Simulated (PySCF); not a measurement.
Two-component Hartree-Fock for Ce³⁰⁺ (cerium, charge +30)

Start: [Ar] 3d10. Calculated with PySCF 2.14 in an even-tempered Gaussian basis (19 s from 1.7 bohr⁻², ratio 2.6; 15 p from 2.1 bohr⁻², ratio 2.6; 10 d from 2.1 bohr⁻², ratio 2.6; 6 f from 2.2 bohr⁻², ratio 2.8): generalised Hartree-Fock with the X2C-1e Hamiltonian and a Gaussian nucleus; spin-orbit coupling (SO) screened by Boettger's factors.

```
spinor shell  electrons  ε, screened SO (eV)  weight of nominal j (screened SO)  rms radius, screened SO (bohr)
       1s1/2          2             -41729.3                              1.000                          0.0280
       2s1/2          2              -7672.6                              1.000                           0.114
       2p1/2          2              -7295.7                              1.000                          0.0976
       3s1/2          2              -2458.2                              1.000                           0.292
       3p1/2          2              -2299.0                              1.000                           0.283
       3p3/2          4              -2204.1                              1.000                           0.294
       3d3/2          4              -1933.5                              1.000                           0.264
       3d5/2          6              -1913.2                              1.000                           0.267
```

Problem. Where does 2p3/2 lie, and what is the 2p spin-orbit splitting (screened SO)?

Solution. At -6843.3 eV, 452.46 eV above 2p1/2.

```json
{"quantity": "E (hartree)", "screened SO": "-8384.52927"}
{"quantity": "M_J", "screened SO": "0"}
{"quantity": "⟨J²⟩", "screened SO": "0.000"}
{"quantity": "⟨L²⟩", "screened SO": "0.021"}
{"quantity": "⟨S²⟩", "screened SO": "0.021"}
```

Breit and QED terms are absent; they matter most for the inner s and p1/2 levels.

Densities and radii are taken from the X2C orbitals without a picture-change correction, which distorts them close to the nucleus.
